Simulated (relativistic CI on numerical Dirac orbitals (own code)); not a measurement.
## Crystal-field levels of Re³⁺, 5d4

Calculated by Dirac-Coulomb-Breit CI, separate exchange-only KLI orbitals for each configuration, QED by a radiative potential, valence Slater integrals scaled by 0.9, one configuration in a parametric crystal field (own radial code). With so little scaling, terms lie 10 to 35 % too far apart, which can change the order of excited levels.

Field parameters in Wybourne normalisation: Oh B⁴₀ = 21Dq, B⁴₄ = √(5/14) B⁴₀. The field is a parameter set, without covalency.

S is read from ⟨S²⟩ = S(S + 1).

Site symmetry Oh; labels are those of the double group. Computed levels in cm⁻¹ above the lowest, in rising order:

| Δ (size of 10Dq) | Lowest | No. 2 | No. 3 | No. 4 | No. 5 | No. 6 | No. 7 | No. 8 |
| --- | --- | --- | --- | --- | --- | --- | --- | --- |
| 7000 | A1 | 2071 T1 | 3530 E | 4050 T2 | 4700 A2 | 9849 T2 | 10143 T1 | 10527 A1 |
| 12600 | A1 | 2428 T1 | 4019 E | 4594 T2 | 5328 A2 | 9304 A1 | 9889 T2 | 10374 T1 |
| 18250 | A1 | 2968 T1 | 5282 E | 5882 T2 | 7873 A2 | 9080 T2 | 9849 A1 | 9891 E |
| 23850 | A1 | 3028 T1 | 5601 E | 5766 T2 | 11867 A2 | 12087 T2 | 12435 E | 12815 T1 |
| 29450 | A1 | 2895 T1 | 5435 T2 | 5440 E | 13937 T2 | 14728 E | 16595 A2 | 16814 T2 |
| 35050 | A1 | 2766 T1 | 5219 T2 | 5281 E | 13876 T2 | 14661 E | 21658 A2 | 21767 T2 |
| 40650 | A1 | 2665 T1 | 5076 T2 | 5161 E | 13837 T2 | 14576 E | 26034 A1 | 26894 A2 |

Ground-state S against |10Dq| in cm⁻¹: 7000: 1.76, 12600: 1.58, 18250: 1.31, 23850: 1.13, 29450: 1.05, 35050: 1.02, 40650: 1.00.

No abrupt spin change occurs in this range.
